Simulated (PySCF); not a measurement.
Species: C4H8Se.
Structure used (PBE0-D3(BJ)/def2-SVP), in Å, numbered top down from 1:
```
atom  x, y, z in Å
C1    -2.537    0.194    0.451
C2    -1.514   -0.838    0.115
C3    -0.192   -0.649    0.034
Se4    0.697    0.997    0.332
C5     2.501    0.350    0.027
H6    -3.110   -0.092    1.349
H7    -2.087    1.180    0.640
H8    -3.268    0.310   -0.367
H9    -1.882   -1.852   -0.086
H10    0.474   -1.480   -0.221
H11    2.610   -0.029   -0.998
H12    2.761   -0.431    0.755
H13    3.173    1.207    0.166
```

Method used: core-valence-separated Tamm–Dancoff BHandHLYP/aug-pcX-1 (pcseg-1 on H, def2-SVPD on Se) in PySCF, non-relativistic, gas phase, PBE0-D3(BJ)/def2-SVP geometry. The energies are unshifted.

List the carbon K-edge absorption lines.

```tsv
E (eV)	f	core hole on	main final orbital	polarisation
282.91	0.0603	C2	LUMO+3 (82 %)	normal to the local trigonal plane
283.45	0.0615	C3	LUMO+3 (80 %)	normal to the local trigonal plane
284.86	0.0481	C5	spread	–
285.37	0.0464	C3	spread	in the local trigonal plane
285.49	0.0072	C1	LUMO+1 (61 %)	–
285.72	0.0023	C1	LUMO+3 (87 %)	–
285.74	0.0160	C2	LUMO+1 (68 %)	in the local trigonal plane
286.12	0.0121	C5	LUMO (63 %)	–
286.16	0.0289	C1	LUMO+5 (36 %)	–
286.26	0.0152	C3	LUMO+1 (52 %)	in the local trigonal plane
286.46	0.0332	C1	spread	–
286.73	0.0008	C1	LUMO+2 (57 %)	–
286.75	0.0013	C2	LUMO (71 %)	in the local trigonal plane
286.80	0.0293	C5	LUMO+2 (31 %)	–
286.83	0.0034	C2	LUMO+2 (72 %)	in the local trigonal plane
286.88	0.0299	C5	LUMO+6 (31 %)	–
286.98	0.0010	C3	LUMO (75 %)	–
287.17	0.0044	C1	LUMO (43 %)	–
287.23	0.0019	C2	spread	in the local trigonal plane
```

The first line with a tenth or more of the strongest one's intensity is at 282.91 eV (f = 0.060), with the hole on C2 (alkene CH carbon), polarised normal to the local trigonal plane: a 1s→π* resonance. The strongest listed is at 283.45 eV (f = 0.061; C3, 1s→π*).

Roots within 0.03 eV whose holes lie on the same, on equivalent or on shared atoms are summed into one line, and the highest roots are left out, as the search may have cut off their partners. Final orbitals are the ground state's empty Kohn–Sham orbitals. A dash: too weak, shared between unlike atoms, or no plane or axis to refer to.

What is the summed oscillator strength of the listed C K lines, and their intensity-weighted mean energy?

Σf = 0.403 over 19 lines from 282.91 to 287.23 eV; the weighted mean is 285.14 eV. The strongest line holds 15 % of the sum.

Only the lowest roots of each edge were sought. Relativistic effects, spin–orbit coupling among them, are left out although an element past zinc is present.

One conformer stands for the species.
